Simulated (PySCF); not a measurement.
PySCF input file for AlF₂H₃OSi, SMILES [F][Al]([F])[O][SiH3], B3LYP-D3(BJ)/def2-SVP. Geometry: B3LYP-D3(BJ)/def2-SVP. The structure was generated by enumeration; whether it is a known compound was not checked. One conformer was computed; it need not be the lowest.

```python
import numpy as np
from pyscf import gto, scf, dft, df
from pyscf.hessian import thermo

mol = gto.M(
    atom='''
    Al    0.09916967    0.18416462    0.97864979
    F    -0.62313541   -0.78545650    2.10283878
    F     0.98617195    1.46441031    1.52605217
    O    -0.06211116   -0.12036080   -0.65606910
    Si   -0.22974448   -0.42701965   -2.27389502
    H     0.39722360    0.66815135   -3.06674378
    H    -1.67644527   -0.51445155   -2.62168439
    H     0.43599920   -1.71726287   -2.61095477
    ''',
    basis='def2-SVP',
    charge=0,
    spin=0,
    max_memory=1600,
    verbose=3,
)
mf = dft.RKS(mol, xc='b3lyp').density_fit(auxbasis='def2-universal-jkfit')
mf.disp = 'd3bj'
mf.grids.level = 3
mf.conv_tol = 1e-11
mf.max_cycle = 100
mf.kernel()

# analytic Hessian; the response equations are solved on a coarser grid
h, args, fine = mf.Hessian(), (mf.mo_energy, mf.mo_coeff, mf.mo_occ), mf.grids
h.max_memory = max(150, 2.5e-5 * df.make_auxmol(mol, mf.with_df.auxbasis).nao * mol.nelec[0] * (mol.nelec[0] + mol.nao))  # MB; small integral blocks
h1ao = h.make_h1(mf.mo_coeff, mf.mo_occ)
mf.grids = dft.Grids(mol).set(level=1).build(with_non0tab=True)
mo1, mo_e1 = h.solve_mo1(*args, h1ao)
mf.grids = fine
hess = h.hess_elec(*args, mo1, mo_e1, h1ao) + h.hess_nuc()
if mf.do_disp():
    hess += h.get_dispersion()
for i in range(mol.natm):  # the analytic DFT Hessian lacks the response of the grid: restore translational invariance
    hess[i, i] -= hess[i].sum(axis=0)
hess = (hess + hess.transpose(1, 0, 3, 2)) / 2
vib = thermo.harmonic_analysis(mol, hess, imaginary_freq=False)
thermo.dump_normal_mode(mol, vib)
th = thermo.thermo(mf, vib['freq_au'][vib['freq_au'] > 0], 298.15, 101325)
thermo.dump_thermo(mol, th)
g0 = mf.nuc_grad_method().set(verbose=0).kernel()

# dipole derivatives [dipole axis, atom, xyz] from the same response
r, irp = mol.intor('int1e_r'), mol.intor('int1e_irp').reshape(3, 3, mol.nao, mol.nao)
sl, dm0, ok = mol.aoslice_by_atom(), np.array(mf.make_rdm1()), []
dmu = np.einsum('a,xt->xat', mol.atom_charges(), np.eye(3))
for a, (_, _, p0, p1) in enumerate(sl):
    dmu[:, a] += 2 * np.einsum('xtij,ij->xt', irp[:, :, :, p0:p1], dm0.reshape(-1, mol.nao, mol.nao).sum(0)[:, p0:p1])
    for u, c, occ, f in [(mo1, mf.mo_coeff, mf.mo_occ, 4)]:
        dmu[:, a] -= f * np.einsum('tui,xuv,vi->xt', u[a], r, c[:, occ > 0], optimize=True)
L = vib['norm_mode']
ir = 974.8801 * (np.einsum('xat,kat->kx', dmu, L) ** 2).sum(1)       # km/mol
apt = np.einsum('xax->a', dmu) / 3

# polarisability derivatives from nuclear gradients in small electric fields
h0, F = mf.get_hcore(), 0.005
def in_field(f, guess):
    m = mf.copy()
    m.verbose, m.conv_tol, m.conv_tol_grad = 0, 1e-11, 2e-7
    m.get_hcore = lambda *a: h0 + np.einsum('x,xij->ij', f, r)
    m.kernel(guess)
    ok.append(m.converged)
    dm = np.array(m.make_rdm1())
    g = m.nuc_grad_method().kernel() - np.outer(mol.atom_charges(), f)
    for a, (_, _, p0, p1) in enumerate(sl):
        g[a] -= 2 * np.einsum('x,xtij,ij->t', f, irp[:, :, :, p0:p1], dm[:, p0:p1])
    return g, -np.einsum('xij,ij->x', r, dm), dm
E = np.eye(3) * F
g0, _, dm0 = in_field(np.zeros(3), dm0)
gp = [in_field(e, dm0) for e in E]
gm = [in_field(-e, 2 * dm0 - p[2]) for e, p in zip(E, gp)]
alpha = np.array([(p[1] - q[1]) / (2 * F) for p, q in zip(gp, gm)])  # bohr^3
check = abs(np.array([-(p[0] - q[0]) / (2 * F) for p, q in zip(gp, gm)]) - dmu).max()
print('static polarisability / bohr^3:', alpha.round(3))
print('largest difference of analytic and finite-field dipole derivatives / e:', check)
da = np.zeros((3, 3, mol.natm, 3))
for x in range(3):
    da[x, x] = -(gp[x][0] + gm[x][0] - 2 * g0) / F**2
for x, y in ((0, 1), (0, 2), (1, 2)):
    up, down = in_field(E[x] + E[y], gp[x][2] + gp[y][2] - dm0), in_field(-E[x] - E[y], gm[x][2] + gm[y][2] - dm0)
    both = -(up[0] + down[0] - 2 * g0) / F**2
    da[x, y] = da[y, x] = (both - da[x, x] - da[y, y]) / 2
aq = np.einsum('xyat,kat->kxy', da, L) * 0.529177210903**2           # A^2/amu^1/2
a = np.einsum('kxx->k', aq) / 3
g2 = 1.5 * (aq**2).sum((1, 2)) - 4.5 * a**2
raman, depol = 45 * a**2 + 7 * g2, 3 * g2 / (45 * a**2 + 4 * g2 + 1e-12)
print('mode   freq/cm-1   IR/(km/mol)   Raman/(A^4/amu)   depolarisation')
for k, w in enumerate(vib['freq_wavenumber']):
    print(f'{k + 1:4d} {w:11.2f} {ir[k]:13.3f} {raman[k]:17.3f} {depol[k]:16.3f}')
print('max |gradient| / (hartree/bohr):', abs(g0).max())
print('APT charges:', apt.round(4))
```

Program output:

```
converged SCF energy = -808.538674125566

WARN: DFTD3 does not support analytical Hessian, using finite difference


WARN: Mole.unit (angstrom) is changed to Bohr

Mode                                 0                   1                   2
Irrep
Freq [cm^-1]                      -16.5978             39.6750             75.5595
Reduced mass [au]                   1.0832              6.2057              5.7738
Force const [Dyne/A]               -0.0002              0.0058              0.0194
Char temp [K]                     -23.8806             57.0836            108.7133
Normal mode                   x     y     z       x     y     z       x     y     z
       0  Al                -0.00 -0.00  0.00    0.02  0.03 -0.01    0.03 -0.02  0.00
       1   F                 0.04 -0.03  0.00   -0.02 -0.03 -0.09   -0.05  0.03 -0.00
       2   F                -0.03  0.02 -0.00   -0.00  0.00  0.09   -0.05  0.03 -0.00
       3   O                -0.01  0.00  0.00    0.08  0.12 -0.03    0.16 -0.11  0.01
       4  Si                 0.00  0.00 -0.00   -0.04 -0.06  0.02   -0.05  0.03 -0.00
       5   H                 0.48 -0.27  0.00   -0.09 -0.15 -0.15   -0.10  0.08  0.02
       6   H                -0.01  0.54 -0.10   -0.07 -0.09  0.13   -0.09  0.12  0.16
       7   H                -0.47 -0.27  0.10   -0.08 -0.11  0.11   -0.14  0.04 -0.19
Mode                                 3                   4                   5
Irrep
Freq [cm^-1]                      234.2861            253.6539            299.7862
Reduced mass [au]                  16.1540             12.1786             18.6137
Force const [Dyne/A]                0.5224              0.4617              0.9856
Char temp [K]                     337.0856            364.9515            431.3256
Normal mode                   x     y     z       x     y     z       x     y     z
       0  Al                 0.00  0.01  0.04    0.04  0.06 -0.01   -0.13  0.09 -0.00
       1   F                -0.06 -0.09 -0.09    0.00 -0.00 -0.10    0.06 -0.04  0.00
       2   F                 0.04  0.05 -0.13    0.02  0.04  0.09    0.06 -0.04  0.00
       3   O                 0.01  0.01  0.05   -0.09 -0.13  0.03    0.07 -0.05  0.00
       4  Si                 0.01  0.01  0.07   -0.01 -0.01  0.00    0.00 -0.00  0.00
       5   H                 0.01  0.01  0.06    0.03  0.05  0.12   -0.02  0.02  0.01
       6   H                 0.01  0.01  0.06    0.01  0.02 -0.08   -0.01  0.03  0.06
       7   H                 0.01  0.01  0.06    0.02  0.02 -0.06   -0.03 -0.00 -0.07
Mode                                 6                   7                   8
Irrep
Freq [cm^-1]                      508.5016            739.2836            743.3782
Reduced mass [au]                  11.1273              1.1833              1.1902
Force const [Dyne/A]                1.6952              0.3811              0.3875
Char temp [K]                     731.6206           1063.6645           1069.5557
Normal mode                   x     y     z       x     y     z       x     y     z
       0  Al                 0.01  0.02  0.09   -0.00 -0.00  0.00    0.00 -0.00  0.00
       1   F                -0.05 -0.07  0.06    0.00  0.00 -0.00   -0.00  0.00 -0.00
       2   F                 0.06  0.08  0.02    0.00  0.00  0.00   -0.00  0.00 -0.00
       3   O                -0.00 -0.00 -0.02   -0.04 -0.05  0.01   -0.05  0.04 -0.00
       4  Si                -0.01 -0.02 -0.11    0.03  0.04 -0.01    0.05 -0.03  0.00
       5   H                -0.02 -0.03 -0.13   -0.18 -0.29 -0.64   -0.12  0.10  0.06
       6   H                -0.01 -0.02 -0.12   -0.07 -0.04  0.43   -0.10  0.19  0.56
       7   H                -0.02 -0.02 -0.13   -0.04 -0.08  0.32   -0.21  0.01 -0.63
Mode                                 9                  10                  11
Irrep
Freq [cm^-1]                      834.9907            957.8045            960.4739
Reduced mass [au]                  12.8681              1.0963              1.0512
Force const [Dyne/A]                5.2860              0.5926              0.5714
Char temp [K]                    1201.3657           1378.0675           1381.9080
Normal mode                   x     y     z       x     y     z       x     y     z
       0  Al                -0.01 -0.02 -0.11    0.02  0.02 -0.01    0.00 -0.00  0.00
       1   F                -0.05 -0.07  0.08   -0.01 -0.01  0.02   -0.00  0.00 -0.00
       2   F                 0.06  0.09  0.04   -0.01 -0.02 -0.01   -0.00  0.00  0.00
       3   O                -0.01 -0.01 -0.06    0.00  0.00 -0.00   -0.00  0.00 -0.00
       4  Si                 0.00  0.01  0.04   -0.02 -0.03  0.01    0.03 -0.02  0.00
       5   H                 0.02  0.03  0.09    0.00 -0.14 -0.16   -0.67  0.37 -0.02
       6   H                -0.01  0.02  0.10   -0.05  0.62  0.01    0.05  0.41 -0.25
       7   H                 0.02  0.00  0.10    0.61  0.32 -0.04   -0.21 -0.19  0.25
Mode                                12                  13                  14
Irrep
Freq [cm^-1]                      969.8682           1009.1045           1172.9301
Reduced mass [au]                  11.9964              1.1775             10.7812
Force const [Dyne/A]                6.6485              0.7064              8.7390
Char temp [K]                    1395.4244           1451.8768           1687.5852
Normal mode                   x     y     z       x     y     z       x     y     z
       0  Al                -0.08 -0.11  0.03   -0.00 -0.00 -0.00   -0.01 -0.01 -0.08
       1   F                 0.05  0.07 -0.07   -0.00 -0.00  0.01   -0.01 -0.01  0.01
       2   F                 0.06  0.09  0.03    0.00  0.01  0.00    0.01  0.01  0.00
       3   O                 0.00  0.00 -0.00   -0.00 -0.01 -0.03    0.02  0.04  0.21
       4  Si                -0.00 -0.01  0.00    0.01  0.01  0.07   -0.00 -0.01 -0.04
       5   H                 0.00 -0.03 -0.03   -0.15 -0.26 -0.44   -0.03 -0.05 -0.10
       6   H                -0.01  0.13 -0.00    0.14 -0.08 -0.50    0.02 -0.02 -0.11
       7   H                 0.13  0.07 -0.01   -0.14  0.08 -0.50   -0.03  0.01 -0.11
Mode                                15                  16                  17
Irrep
Freq [cm^-1]                     2227.8580           2228.0088           2231.6686
Reduced mass [au]                   1.0517              1.0511              1.0192
Force const [Dyne/A]                3.0756              3.0743              2.9908
Char temp [K]                    3205.3917           3205.6085           3210.8742
Normal mode                   x     y     z       x     y     z       x     y     z
       0  Al                -0.00  0.00  0.00   -0.00 -0.00  0.00   -0.00 -0.00 -0.00
       1   F                 0.00 -0.00 -0.00    0.00  0.00 -0.00   -0.00 -0.00  0.00
       2   F                 0.00 -0.00 -0.00    0.00  0.00 -0.00    0.00  0.00  0.00
       3   O                 0.00 -0.00 -0.00    0.00  0.00 -0.00    0.00  0.00  0.00
       4  Si                -0.04  0.01  0.00   -0.01 -0.04  0.01   -0.00 -0.00  0.02
       5   H                 0.06  0.14 -0.10    0.29  0.50 -0.36    0.28  0.50 -0.35
       6   H                 0.76  0.05  0.18    0.28 -0.00  0.07   -0.50 -0.03 -0.12
       7   H                 0.23 -0.48 -0.12   -0.29  0.54  0.14    0.23 -0.44 -0.11
temperature 298.1500 [K]
pressure 101325.00 [Pa]
Rotational constants [GHz] 6.17862 1.47581 1.20823
Symmetry number 1
Zero-point energy (ZPE) 0.03528 [Eh]   92631.823 [J/mol]
                           tot       elec      trans        rot        vib
Entropy [J/mol/K]       350.946      0.000    167.603    116.187     67.156
Cv [J/mol/K]             85.030      0.000     12.472     12.472     60.086
Cp [J/mol/K]             93.344      0.000     20.786     12.472     60.086
Internal energy [J/mol]                      3718.434   3718.434 102381.347
Internal energy [Eh]   -808.49685  -808.53867
Enthalpy [J/mol]                             6197.391   3718.434 102381.347
Enthalpy [Eh]          -808.49590
Gibbs free energy [J/mol]                  -43773.470 -30922.744  82358.879
Gibbs free energy [Eh] -808.53576
static polarisability / bohr^3: [[36.869  1.704  0.714]
 [ 1.702 38.177  1.546]
 [ 0.714  1.546 46.622]]
largest difference of analytic and finite-field dipole derivatives / e: 0.0010564621592523693
mode   freq/cm-1   IR/(km/mol)   Raman/(A^4/amu)   depolarisation
   1      -16.60         0.001             0.010            0.750
   2       39.68         0.167             0.001            0.238
   3       75.56         0.043             0.137            0.750
   4      234.29        42.418             0.958            0.622
   5      253.65        28.973             1.584            0.750
   6      299.79       114.015             0.542            0.750
   7      508.50         2.123            10.354            0.131
   8      739.28        64.644            10.229            0.749
   9      743.38        69.276             8.682            0.750
  10      834.99        54.446             2.047            0.652
  11      957.80        46.038            24.973            0.750
  12      960.47        88.810            25.530            0.750
  13      969.87       180.474             0.621            0.749
  14     1009.10       405.047            16.500            0.738
  15     1172.93       485.501             0.488            0.515
  16     2227.86       158.417            85.149            0.748
  17     2228.01       157.270            86.499            0.692
  18     2231.67        70.049           226.013            0.021
max |gradient| / (hartree/bohr): 0.00030079787717542046
APT charges: [ 1.8744 -0.6231 -0.6231 -1.2924  1.548  -0.2941 -0.2948 -0.2949]
```

The calculation finished and met its thresholds. The end point has an imaginary mode, so it is no minimum.
